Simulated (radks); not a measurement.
The numbers below are computed, except where a source is named.
Q: These are the eigenvalues of the occupied orbitals of an atom or ion with whole-number occupations (eV). Code: a radial shooting solver on a logarithmic mesh with Libxc functionals. Model: Dirac Kohn-Sham, LDA (Slater exchange, Perdew-Wang correlation), spin-unpolarised, spherical densities, point nucleus.

1s1/2: -15040.69
2s1/2: -2040.325
2p1/2: -1855.536
2p3/2: -1794.855
3s1/2: -332.3553
3p1/2: -266.1059
3p3/2: -256.9542
3d3/2: -140.5201
3d5/2: -138.9618
4s1/2: -64.1350
4p1/2: -47.6030
4p3/2: -46.5035

Which element is it, and in what charge state? The configuration may be excited. Open shells, if any, fill j = l - 1/2 first.

A: Z = 37, rubidium, charge +3: Rb3+ in [Ar] 3d10 4s2 4p4. The list shows which subshells hold electrons but not how many an open one holds; the 1s level, -552.74 hartree, gives Z - s = 33.2 by -(Z - s)^2/2, which with screening and relativity narrows Z to a few neighbours, and the depths of the outer levels then fix element, charge and occupations together.
